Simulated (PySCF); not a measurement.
## Deuteron quadrupole couplings in `C#C/C(C=O)=N\C(C)=O`

Compound: C6H5NO2.
Geometry (GFN2-xTB, Å), atoms numbered from 1 in this order:
```xyz
14
C6H5NO2 angstrom
C      1.0809    2.3412   -0.8911
C      1.0644    1.1765   -0.5949
C      1.0208   -0.1966   -0.2468
C      2.3118   -0.8745    0.0998
O      3.3883   -0.3528    0.0779
N     -0.0322   -0.8982   -0.1943
C     -1.3481   -0.6257   -0.4248
C     -2.0888   -0.3679    0.8743
O     -1.8756   -0.7129   -1.5032
H      1.1089    3.3578   -1.1540
H      2.1565   -1.9320    0.3788
H     -1.7124    0.5449    1.3326
H     -1.9265   -1.1945    1.5614
H     -3.1489   -0.2658    0.6621
```

Level: B3LYP/pcJ-1 (PySCF, non-relativistic); Q(2H) = 0.00286 b; rigid geometry, the same for H and D, with no vibrational averaging.

Question: Rank these positions by the coupling χzz of a deuteron there, largest first.
A. H12 (methyl hydrogen)
B. H11 (formyl hydrogen)
C. H10 (alkyne hydrogen)

Answer: C (252 kHz), A (202 kHz), B (176 kHz).

Q: Tabulate Vzz, the asymmetry η and χzz = 234.96 MHz × Q × Vzz for every hydrogen position.

A: 
| atom | bonded to | bond length (Å) | Vzz (au) | η | χzz (kHz) |
| --- | --- | --- | --- | --- | --- |
| H10 | C1 | 1.050 | 0.3756 | 0.02 | 252 |
| H11 | C4 | 1.105 | 0.2616 | 0.02 | 176 |
| H12 | C8 | 1.088 | 0.3003 | 0.05 | 202 |
| H13 | C8 | 1.087 | 0.3019 | 0.04 | 203 |
| H14 | C8 | 1.086 | 0.3019 | 0.02 | 203 |

Q: How does χzz go with the bond length over the 5 C–H bonds?

A: A straight-line fit has a slope of -14.0 kHz for each 0.01 Å, with a correlation coefficient of -1.00, over lengths from 1.050 to 1.105 Å. The longer bonds have the smaller couplings here.

Q: A static deuteron (I = 1) shows a doublet split by (3/2)χ, (3/4)χ(1 + η) and (3/4)χ(1 − η) with the field along z, y and x of the gradient. What are these for H10?

A: With |χ| = 252.4 kHz and η = 0.015: 379, 192 and 186 kHz, to first order and without motion.

One conformer (not necessarily the lowest) at the GFN2-xTB geometry, without solvent, vibrations or thermal averaging. GFN2-xTB bond lengths can be off by several hundredths of an ångström, more for odd bonds, and the gradients follow them. These gradients aren't converged with respect to the basis.
